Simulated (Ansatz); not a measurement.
Geometry optimisation, RKS PBE/def2-SVP (Ansatz).

Input:

```yaml
crystal:
  periodic: [false, false, false]
  atoms:
    - { symbol: C, position_ang: [0.14522, -1.29333, 0.91288] }
    - { symbol: O, position_ang: [-0.05283, 0.04605, 0.50557] }
    - { symbol: W, position_ang: [-0.14121, 1.25037, -0.85923] }
    - { symbol: O, position_ang: [-1.36817, 0.75994, -1.91398] }
    - { symbol: O, position_ang: [1.36043, 1.27608, -1.63567] }
    - { symbol: F, position_ang: [-0.53255, 2.88098, -0.04573] }
    - { symbol: H, position_ang: [-0.67943, -1.61201, 1.56234] }
    - { symbol: H, position_ang: [0.17699, -1.92891, 0.01027] }
    - { symbol: H, position_ang: [1.09155, -1.37917, 1.46355] }
basis:
  gaussian: { orbitals: def2-SVP }
hamiltonian:
  xc: pbe
relax:
  f_tol: 0.02
  max_steps: 40
scf:
  lower_state_search: "off"
```

Launched with:

```bash
$ ansatz run input.yaml --threads 4 --pin off --max-ram 5120MiB --backend cpu --events-out ev --progress --plain --runs-dir out
```

Problem. Where does it end, and by what steps?

Solution. The run converged. The force dipped under the threshold on the way, but the program's further checks kept it going. After 15 steps the energy has fallen by 0.230 eV; H9 moved furthest, 0.67 Å.

| step | energy less start (eV) | largest force component (eV/Å) | accepted |
| --- | --- | --- | --- |
| 0 | 0.0000 | 2.345 | yes |
| 1 | -0.2034 | 0.223 | yes |
| 2 | -0.2082 | 0.113 | yes |
| 3 | -0.2095 | 0.023 | yes |
| 4 | -0.2108 | 0.089 | yes |
| 5 | -0.2115 | 0.261 | yes |
| 6 | -0.2156 | 0.148 | yes |
| 7 | -0.2225 | 0.028 | yes |
| 8 | -0.2169 | 0.412 | no |
| 9 | -0.2249 | 0.227 | yes |
| 10 | -0.2257 | 0.247 | yes |
| 11 | -0.2290 | 0.054 | yes |
| 12 | -0.2299 | 0.012 | yes |
| 13 | -0.2303 | 0.058 | yes |
| 14 | -0.2305 | 0.024 | yes |
| 15 | -0.2305 | 0.019 | yes |

```xyz
9
Properties=species:S:1:pos:R:3
C 0.101 -1.339 0.902
O -0.199 0.002 0.564
W -0.130 1.295 -0.782
O -0.990 0.701 -2.153
O 1.508 1.460 -1.295
F -0.823 2.963 -0.240
H -0.212 -1.515 1.952
H -0.447 -2.040 0.238
H 1.192 -1.527 0.814
```

Whether the end is a true minimum wasn't checked by a vibrational analysis.

The run took 30 s on 4 threads of Arm Neoverse N1 (shared host), peak memory 0.17 GiB.
